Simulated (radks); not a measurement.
Hg+, 79 electrons, occupied as [Xe] 4f14 5d10 6s1. Method: Dirac Kohn-Sham, LDA (Slater exchange, Perdew-Wang correlation), spin-unpolarised, spherical densities, point nucleus; computed with a radial shooting solver on a logarithmic mesh with Libxc functionals.

Normalised radial functions P(r) = r R(r) (large component), r in bohr:

r	4f5/2	5p1/2	5p3/2
0.0009833	0.0000	0.0102	0.0015
0.001333	0.0000	0.0139	0.0026
0.001792	0.0000	0.0190	0.0045
0.002428	0.0000	0.0266	0.0078
0.003291	0.0000	0.0377	0.0135
0.004425	0.0000	0.0535	0.0227
0.005997	0.0000	0.0769	0.0381
0.008062	0.0001	0.1091	0.0616
0.01093	0.0002	0.1536	0.0977
0.01469	0.0007	0.2077	0.1466
0.01991	0.0019	0.2673	0.2086
0.02677	0.0053	0.3113	0.2684
0.03628	0.0146	0.3071	0.2999
0.04916	0.0381	0.2069	0.2537
0.0661	0.0911	-0.0066	0.0926
0.08958	0.2054	-0.2882	-0.1740
0.1204	0.4095	-0.4477	-0.3946
0.1632	0.7318	-0.2716	-0.3470
0.2195	1.1082	0.2259	0.0597
0.2974	1.4143	0.6393	0.5390
0.3999	1.4678	0.4289	0.5290
0.542	1.2234	-0.3748	-0.1249
0.7345	0.8011	-1.0820	-0.8918
0.9875	0.4076	-1.1439	-1.1346
1.338	0.1486	-0.7154	-0.8259
1.799	0.0388	-0.2880	-0.3905
2.439	0.0062	-0.0685	-0.1138
3.279	0.0006	-0.0093	-0.0200
4.443	0.0000	-0.0005	-0.0016
5.974	0.0000	0.0000	-0.0001
8.096	0.0000	0.0000	0.0000

4f5/2: eigenvalue -107.48 eV, 0 radial nodes, <r> = 0.479 bohr, 90 % of the charge inside 0.767 bohr. 5p1/2: eigenvalue -89.420 eV, 3 radial nodes at r = 0.0656, 0.194, 0.477 bohr, <r> = 0.971 bohr, 90 % of the charge inside 1.41 bohr. 5p3/2: eigenvalue -70.949 eV, 3 radial nodes at r = 0.0741, 0.212, 0.518 bohr, <r> = 1.07 bohr, 90 % of the charge inside 1.55 bohr.
